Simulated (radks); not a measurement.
The numbers below are computed, except where a source is named.
Ionisation ladder of antimony, from Sb4+ to Sb31+ (ions without a valid solution omitted). Each ion is in the ground configuration listed by NIST, and IE = E(next ion) - E(this ion). Code: a radial shooting solver on a logarithmic mesh with Libxc functionals. Model: scalar-relativistic Kohn-Sham, SCAN, spin-polarised, spherical densities, finite nucleus; open shells are filled with parallel spins first (spin-orbit coupling, left out, can overturn this in heavy ions); meta-GGA in the generalised Kohn-Sham scheme; Fermi nuclear charge, rms radius 4.6802 fm.

species,configuration,E (hartree),"IE, Delta-SCF (eV)",<r> HOMO (bohr),"IE, NIST (eV)",kind,error (eV)
Sb4+,[Kr] 4d10 5s1,-6479.17317,55.385,1.94,55.0,semi-emp.,+0.385
Sb5+,[Kr] 4d10,-6477.13782,100.04,0.999,99.51,exp.,+0.5
Sb6+,[Kr] 4d9,-6473.46128,120.27,0.974,117,theory,+3.3
Sb7+,[Kr] 4d8,-6469.04127,141.21,0.950,139,theory,+2.2
Sb8+,[Kr] 4d7,-6463.85187,162.75,0.928,162,theory,+0.8
Sb9+,[Kr] 4d6,-6457.87076,184.82,0.908,185,theory,-0.2
Sb10+,[Kr] 4d5,-6451.07889,216.71,0.885,214,theory,+2.7
Sb11+,[Kr] 4d4,-6443.11487,241.14,0.868,238,theory,+3.1
Sb12+,[Kr] 4d3,-6434.25308,266.10,0.852,265,theory,+1.1
Sb13+,[Kr] 4d2,-6424.47396,291.63,0.836,292,theory,-0.4
Sb14+,[Kr] 4d1,-6413.75683,317.50,0.821,317,theory,+0.5
Sb15+,[Kr],-6402.08876,424.98,0.762,420,theory,+5.0
Sb16+,[Ar] 3d10 4s2 4p5,-6386.47110,452.71,0.754,447,theory,+5.7
Sb23+,[Ar] 3d10,-6241.94287,1221.4,0.296,1214,theory,+7.4
Sb24+,[Ar] 3d9,-6197.05796,1293.3,0.292,1285,theory,+8.3
Sb25+,[Ar] 3d8,-6149.52996,1366.2,0.288,1360,theory,+6.2
Sb26+,[Ar] 3d7,-6099.32171,1440.0,0.285,1441,theory,-1.0
Sb27+,[Ar] 3d6,-6046.40086,1514.6,0.282,1518,theory,-3.4
Sb28+,[Ar] 3d5,-5990.73997,1620.6,0.276,1606,theory,+14.6
Sb29+,[Ar] 3d4,-5931.18476,1700.6,0.273,1698,theory,+2.6
Sb30+,[Ar] 3d3,-5868.68749,1781.6,0.270,1781,theory,+0.6
Sb31+,[Ar] 3d2,-5803.21349,1863.3,0.267,1869,theory,-5.7

Reference values: NIST Atomic Spectra Database (exp. = measured, semi-emp. = semi-empirical, theory = theoretical value adopted there). The ionisation energy per charge of the ion left behind rises most, in proportion, at Sb23+ ([Ar] 3d10), from 26.630 to 50.891 eV. Open shells are spherical and high-spin; term and fine-structure splittings are not resolved. Spin-orbit splitting is averaged out at the scalar-relativistic level.
